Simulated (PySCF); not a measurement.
Numbering as in the mapped SMILES `[CH3:1][C:2](=[O:3])[CH:4]=[C:5]([CH3:6])[CH3:7]`. Each H is labelled by its parent atom.

Geometry: GFN2-xTB; GIAO absolute shieldings from PySCF 2.14, gas phase, non-relativistic, averaged over equivalent atoms.

At wB97X/6-31G-J (124 basis functions, 13 s wall time on 1 thread of an Intel Xeon 6975P-C, shared host):
```tsv
atoms	σ (ppm)
C2	-11.9
C5	31.7
C4	66.7
C1	159.7
C7	166.8
C6	175.6
O3	-339.9
H(C4)	26.69
H(C6)	30.66
H(C1)	30.81
H(C7)	31.10
```

**Question.** What do these become at PBE0/pcSseg-1?

**Answer.** 
```tsv
atoms	σ at PBE0/pcSseg-1	change
C2	-14.3	-2.4
C5	18.6	-13.1
C4	59.8	-6.9
C1	151.4	-8.3
C7	156.3	-10.5
C6	165.1	-10.5
O3	-304.1	+35.8
H(C4)	25.46	-1.23
H(C6)	29.20	-1.46
H(C1)	29.51	-1.30
H(C7)	29.75	-1.35
```

The largest change is at O3 (ketone oxygen). Cost: 169 basis functions, 14 s wall time on 1 thread of an Intel Xeon 6975P-C, shared host. The order of the carbon signals is the same at both levels.
